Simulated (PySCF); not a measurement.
A species of formula C6H12FNSi has this rotational fingerprint, computed with PBE0/pcSseg-1 in PySCF (dipole) on a GFN2-xTB geometry, gas phase:

* Rotational constants: A = 2242, B = 879.7, C = 753.9 MHz
* Dipole components: |μa| = 2.11 D, |μb| = 0.08 D, |μc| = 0.01 D
* Inertial defect: -129.59 u·Å²
* κ: -0.83

Task: Which candidate fits, each taken in the one conformer that was computed?
A. `[CH:1]#[C:2][CH2:3][C@H:4]([F:5])[SiH2:6][N:7]([CH3:8])[CH3:9]` with C2–C3–C4–F5 -168°, C3–C4–Si6–N7 -163°, C4–Si6–N7–C8 -44°
B. `[CH2:1]=[CH:2]/[C:3]([CH3:4])=[N:5]\[C@H:6]([SiH3:7])[CH2:8][F:9]` with C1–C2–C3–C4 -9°, C3–N5–C6–Si7 -86°, N5–C6–C8–F9 166°
C. `[CH2:1]=[C:2]([F:3])[Si@@H:4]1[CH2:5][C@@H:6]1[N:7]([CH3:8])[CH3:9]` with C1–C2–Si4–C5 36°, C5–C6–N7–C8 75°
D. `[CH2:1]=[C:2]1[SiH2:3][N:4]([CH3:5])[CH2:6][C@@H:7]1[CH2:8][F:9]` with C6–C7–C8–F9 66°, C1–C2–Si3–N4 174°, C2–Si3–N4–C5 -174°, Si3–N4–C6–C7 31°, N4–C6–C7–C8 84°

Result: C. It is C=C(F)[Si@@H]1C[C@@H]1N(C)C, an asymmetric top, point group C1. The candidates at the same level (rigid rotor, commonest isotopes):

```json
{"SMILES": "C=C1[SiH2]N(C)C[C@@H]1CF", "A (MHz)": "1654", "B (MHz)": "1241", "C (MHz)": "800.9", "μa (D)": "1.10", "μb (D)": "0.73", "μc (D)": "0.15", "Δ (u·Å²)": "-81.82", "point group": "C1", "rotor": "asymmetric top"}
{"SMILES": "C=C(F)[Si@@H]1C[C@@H]1N(C)C", "A (MHz)": "2242", "B (MHz)": "879.7", "C (MHz)": "753.9", "μa (D)": "2.11", "μb (D)": "0.08", "μc (D)": "0.01", "Δ (u·Å²)": "-129.59", "point group": "C1", "rotor": "asymmetric top"}
{"SMILES": "C#CC[C@H](F)[SiH2]N(C)C", "A (MHz)": "2066", "B (MHz)": "792.6", "C (MHz)": "634.4", "μa (D)": "0.67", "μb (D)": "1.08", "μc (D)": "0.37", "Δ (u·Å²)": "-85.51", "point group": "C1", "rotor": "asymmetric top"}
{"SMILES": "C=C/C(C)=N\\[C@H]([SiH3])CF", "A (MHz)": "2291", "B (MHz)": "706.4", "C (MHz)": "635.4", "μa (D)": "2.72", "μb (D)": "0.42", "μc (D)": "0.57", "Δ (u·Å²)": "-140.76", "point group": "C1", "rotor": "near-prolate asymmetric top"}
```

`C=C1[SiH2]N(C)C[C@@H]1CF` has B 41 % too high; `C#CC[C@H](F)[SiH2]N(C)C` has C 16 % too low; `C=C/C(C)=N\[C@H]([SiH3])CF` has B 20 % too low. No structure here is proved a minimum.
